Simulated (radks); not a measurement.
The numbers below are computed, except where a source is named.
Question: Radial electron density D(r) = 4 pi r^2 rho(r) of an atom or ion with 10 electrons. Level of theory: scalar-relativistic Kohn-Sham, PBE, spin-unpolarised, spherical densities, point nucleus (a radial shooting solver on a logarithmic mesh with Libxc functionals).

| r (bohr) | D(r) (e/bohr) |
|---|---|
| 0.002688 | 11.20 |
| 0.003336 | 15.49 |
| 0.004173 | 21.29 |
| 0.005179 | 28.30 |
| 0.006428 | 36.65 |
| 0.007978 | 45.92 |
| 0.009901 | 55.30 |
| 0.01229 | 63.45 |
| 0.01525 | 68.78 |
| 0.01893 | 69.94 |
| 0.02349 | 66.79 |
| 0.02916 | 61.27 |
| 0.03618 | 57.32 |
| 0.04491 | 59.02 |
| 0.05618 | 67.54 |
| 0.06973 | 76.83 |
| 0.08654 | 77.92 |
| 0.1074 | 65.05 |
| 0.1333 | 42.06 |
| 0.1654 | 19.82 |
| 0.2053 | 6.345 |
| 0.2548 | 1.262 |
| 0.3163 | 0.1395 |
| 0.3925 | 0.007459 |
| 0.4872 | 0.0001627 |

What is the nuclear charge?

Answer: Z = 55. The innermost maximum, from 1s, lies near gamma/Z bohr with gamma = sqrt(1 - (Z/c)^2) = 0.916, here 0.0167 bohr (found: 0.0179), and its height grows with Z. The density is that of the caesium ion Cs45+ in [Ne]; the configuration itself is not fixed sharply by these data, and Z only to a few units. D(r) has 2 maxima, at r = 0.0179, 0.0793 bohr, and minima at 0.0383 bohr, inside which lie 2.07 electrons.
